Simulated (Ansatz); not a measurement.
`CC[Si](Cl)(Cl)Cl` + H₂ → `C[Si](Cl)(Cl)Cl` + CH₄ at 298.15 K and 1 bar (hydrogenolysis of a C–C bond).

Calculated with Ansatz (gas phase, PBE0-D4/def2-TZVP geometries, no zero-point term in ΔE). CBS: MP2 limit from def2 TZ/QZ plus the TZ coupled-cluster correction, frozen cores. This one scheme is used for every species. Each species was taken in one conformer, which may not be the lowest.

| species | CCSD(T)/CBS energy (Eh) | H − E (kJ/mol) | S (J/(mol·K)) |
| --- | --- | --- | --- |
| `CC[Si](Cl)(Cl)Cl` | -1747.70894 | 212.6 | 390.1 |
| H₂ | -1.17544 | 35.1 | 130.4 |
| `C[Si](Cl)(Cl)Cl` | -1708.45088 | 133.0 | 349.6 |
| CH₄ | -40.46206 | 127.4 | 186.2 |

H − E and S are ideal-gas, rigid-rotor, harmonic terms from PBE0-D4/def2-TZVP, for one conformer and one mirror image of each species. For small species the MP2-based limit differs from directly extrapolated CCSD(T) by up to some mEh (0.8 for H₂); such offsets cancel only in part. 1 Eh = 2625.50 kJ/mol, R = 8.31446 J/(mol·K).

**Question.** By hand: ΔE, ΔH, ΔS and ΔG.

**Answer.** ΔE = (-1708.45088) + (-40.46206) − (-1747.70894) − (-1.17544) = -0.02856 Eh = -75.0 kJ/mol. Δ(H − E) = 133.0 + 127.4 − 212.6 − 35.1 = 12.7, so ΔH = -62.3 kJ/mol. ΔS = 349.6 + 186.2 − 390.1 − 130.4 = 15.3 J/(mol·K). ΔG = -62.3 − 298.15 × (15.3)/1000 = -66.9 kJ/mol.

**Question.** By hand: the equilibrium constant, and the temperature at which ΔG would vanish if ΔH and ΔS stayed fixed.

**Answer.** log₁₀ K = −ΔG/(RT ln 10) = 11.7. ΔH and −TΔS have one sign here, so there is no such temperature.

ΔH outweighs TΔS. A doubt of 5 kJ/mol in ΔE shifts log₁₀ K by 0.9 here. Other conformers and mirror images would add mixing entropy, several J/(mol·K) or more a flexible species. These are equilibria of isolated gas molecules and say nothing of rates. Largest T1 diagnostic: 0.009 (customary marks: 0.02 for closed shells, 0.045 for open ones).
